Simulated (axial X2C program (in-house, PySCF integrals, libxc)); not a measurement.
Nuclear properties of TiTe

Calculated with an in-house all-electron X2C program for linear molecules (integrals from PySCF): two-component X2C with atomic mean-field Coulomb and Gaunt terms, Gaussian nuclei, basis Te dyall-cv3z, Ti dyall-cv3z with contracted cores.

R = 2.439 Å (near the PBE0 minimum at charge 0 of the determinant lowest at the starting distance; the state shown can have its own minimum elsewhere).

Input and command:
```json
{"zs": [52, 22], "q": 0, "bas": ["dyall-cv3z", "dyall-cv3z"], "r0": 2.45, "levels": ["PBE0", "HF", "TPSSh", "LDA", "BHandHLYP"], "nst": 3}
```
```bash
python soeom.py task.json out
```

Keys: zs atomic numbers; q charge; bas basis sets; r0 starting distance in Å; levels methods; nst determinants followed.

Determinant lowest in the PBE0 search, Ω = 1 (⟨Sz⟩ = -1.01, ⟨Lz⟩ = 2.01 at PBE0), spin on the atoms Te 0.23, Ti -1.24:

| level | Eeff magnitude (GV/cm) | Ws magnitude Te (kHz) | A∥/gI Te (MHz) | qzz Te (a.u.) | A∥/gI Ti (MHz) | qzz Ti (a.u.) | μ (D) |
| --- | --- | --- | --- | --- | --- | --- | --- |
| PBE0 | 0.884 | 0.705 | -69.1 | 0.45 | -82.7 | -0.16 | 6.34 |
| HF | 0.202 | 0.395 | -53.4 | 4.49 | -162 | -0.26 | 5.37 |
| TPSSh | 0.58 | 0.505 | -64.5 | 0.13 | -50.6 | -0.21 | 6.08 |
| LDA | 0.275 | 0.0353 | -94.7 | -0.76 | -172 | -0.26 | 4.74 |
| BHandHLYP | 1.03 | 0.727 | -21.7 | 2.31 | -13.4 | -0.08 | 7.31 |

Eeff is the effective electric field on the electron electric dipole moment in this Ω state and Ws the scalar–pseudoscalar constant of the nucleus named (defined with the proton number Z and per Ω); A∥ (defined per Ω) follows by multiplying with gI = μI/(I μN); qzz is the electric field gradient, eQq0 = 234.96 MHz × Q/barn × qzz; μ is positive if the Ti end (last atom) is positive. The operators were transformed with the bare-nucleus X2C matrices; with these basis sets, hyperfine constants and field gradients can be off by tens of per cent, and where levels differ in sign neither size nor sign is settled.

Each state is one determinant with collinear spin, which with several unpaired electrons need not be a pure state. Unrestricted Hartree–Fock can overshoot spin polarisation at the nuclei. In the state Ω = 1 the sign of Eeff differs between levels (LDA against PBE0). With several open shells hyperfine constants can be off by a factor of several. Where Eeff spreads by more than a factor of two the levels disagree and none is to be relied on. Open-shell Ω = 0 determinants with evenly filled partner blocks cannot be reached by this program, so the Ω shown need not be the lowest component. The search compared states at one distance, so a state with another bond length can lie lower. Further determinants of the search, some of them spin-mixed, are not shown. Where a field gradient or hyperfine factor spreads by more than a factor of two over the levels, a constant derived from it is not to be relied on.
